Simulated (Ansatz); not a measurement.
`O[Si](S)(S)Cl`. Charge 0, multiplicity 1.

```xyz
8

O    -0.8183    1.4958    0.2218
Si   -0.2389    0.0465   -0.2407
S     1.6210    0.5635   -1.0953
S    -0.1085   -1.3889    1.3153
Cl   -1.5173   -0.8543   -1.5679
H    -1.6949    1.5188    0.6114
H     1.9754   -0.7228   -1.2560
H     0.7815   -0.6587    2.0114
```

(1) What are the harmonic wavenumbers in cm⁻¹ at PBE0-D4/def2-TZVP (Ansatz, finite differences of forces, unscaled)? (An estimate is asked.)

(2) Is this a minimum?

(3) Give the ideal-gas thermochemistry at 298.15 K and 1 bar (rigid rotor, harmonic oscillator; point group C1, symmetry number 1).

(4) And at 400, 500, 600, 800 and 1000 K?

(5) Rotational constants (cm⁻¹)?

Answers

(1) Ansatz gave: 92, 153, 173, 204, 240, 262, 285, 311, 431, 572, 580, 753, 762, 848, 945, 2701, 2715, 3908.

(2) Yes, all 18 modes are real.

(3) Zero-point energy 95.3 kJ/mol; H(298) − E = 119.1 kJ/mol; entropy 373.8 J/(mol·K), of which translation 171.1, rotation 120.4, vibration 82.3; G(298) − E = 7.7 kJ/mol. Modes under 100 cm⁻¹ are hindered rotations or soft bends, so the harmonic entropy is rough.

(4) 
| T (K) | H − E (kJ/mol) | S (J/mol/K) | G − E (kJ/mol) |
| --- | --- | --- | --- |
| 400 | 131.9 | 410.6 | -32.3 |
| 500 | 145.5 | 440.9 | -74.9 |
| 600 | 159.8 | 466.9 | -120.4 |
| 800 | 189.7 | 509.9 | -218.2 |
| 1000 | 220.9 | 544.7 | -323.8 |

(5) 0.06265, 0.05626, 0.04208.
